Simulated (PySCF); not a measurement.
Zn²⁸⁺ (zinc, charge +28) across methods

1s2, closed-shell 1S. All numbers are calculated (PySCF 2.14, the non-relativistic Hamiltonian (point nucleus), in an even-tempered Gaussian basis (15 s from 35 bohr⁻², ratio 2.2; 7 p from 53 bohr⁻², ratio 2.4; 4 d from 160 bohr⁻², ratio 2.4; 3 f from 240 bohr⁻², ratio 2.4; 3 g from 360 bohr⁻², ratio 2.4)).

```tsv
method	E (hartree)	mean ε 1s (eV)	Σ⟨r²⟩ (bohr²)	⟨S²⟩
PBE	-881.030	-11551.2	0.006866	0.000
UHF	-881.36065	-11739.4	0.006848	0.000
BLYP	-881.257	-11553.7	0.006863	0.000
LDA	-878.998	-11528.4	0.006880	0.000
r2SCAN	-881.410	-11573.5	0.006855	0.000
PBE0	-881.124	-11598.5	0.006861	0.000
```

Problem. Estimate the same row for PBEsol.

Solution. E (hartree) = -880.257; mean ε 1s (eV) = -11541.6; Σ⟨r²⟩ (bohr²) = 0.006870; ⟨S²⟩ = 0.000.
